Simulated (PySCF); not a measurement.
C₃H₅AlF₃NO.
SMILES with atom numbers: `[F:1][C:2]([F:3])([F:4])[O:5][CH2:6][C:7]#[N+:8][AlH3-:9]` (hydrogens: H10, H11 on C6; H12, H13, H14 on Al9)

Geometry (GFN2-xTB, Å), atoms numbered from 1 in this order:
```xyz
14
C3H5AlF3NO angstrom
F     -1.5994    1.5055    0.2662
C     -2.4366    0.5322   -0.1135
F     -2.5185    0.6232   -1.4499
F     -3.6277    0.8059    0.3835
O     -2.0647   -0.6803    0.2965
C     -0.8362   -1.1808   -0.2315
C      0.3285   -0.5023    0.2906
N      1.2483    0.0342    0.7131
Al     3.1536    0.5439    0.3266
H     -0.8083   -2.2324    0.0750
H     -0.8219   -1.1163   -1.3297
H      2.8111    1.3774   -0.9583
H      3.6800    1.2736    1.5928
H      3.4913   -0.9842    0.1164
```

Vertical excitations from PySCF (density fitting, frozen core in the response, grid level 2 and gas phase unless stated; continuum runs use non-equilibrium linear response for the excitations) on a GFN2-xTB geometry. Reference run:

| settings | S1, eV (f) | S2, eV (f) | S3, eV (f) | S4, eV (f) | S5, eV (f) | S6, eV (f) | T1, eV (Tamm–Dancoff) | mean α (au) |
| --- | --- | --- | --- | --- | --- | --- | --- | --- |
| B3LYP/def2-SVPD, full TDDFT, 8 singlets | 4.05 (0.006) | 4.19 (0.045) | 4.81 (0.010) | 4.99 (0.081) | 5.99 (0.010) | 6.10 (0.026) | 3.85 | 84.0 |

Q: What do these settings give: B3LYP/pcSseg-1, level shift 0.2 Eh, fitting basis def2-qzvpp-jkfit, TDA, 6 singlets?

A: 
```json
{"settings": "B3LYP/pcSseg-1, level shift 0.2 Eh, fitting basis def2-qzvpp-jkfit, TDA, 6 singlets", "S1, eV (f)": "4.11 (0.005)", "S2, eV (f)": "4.28 (0.054)", "S3, eV (f)": "4.92 (0.010)", "S4, eV (f)": "5.12 (0.091)", "S5, eV (f)": "6.37 (0.005)", "S6, eV (f)": "6.48 (0.025)", "T1, eV (Tamm–Dancoff)": "3.91", "mean α (au)": "69.3"}
```

S1 moves by +0.06 eV; basis and response scheme change together, so the shift can't be laid on one. States are counted by energy in each run and needn't keep their character from row to row.

Q: Which orbital pairs make up S1 in each run, and how does it sit against the orbital gap?

A: 
```
                                                                           settings  S1 configurations (weight)  S1 (eV)  orbital gap (eV)  S1 − gap (eV)
                                            B3LYP/def2-SVPD, full TDDFT, 8 singlets        H→L 0.72, H−1→L 0.27     4.05              4.93          -0.88
B3LYP/pcSseg-1, level shift 0.2 Eh, fitting basis def2-qzvpp-jkfit, TDA, 6 singlets        H→L 0.67, H−1→L 0.32     4.11              4.99          -0.88
```

One conformer stands for the species.
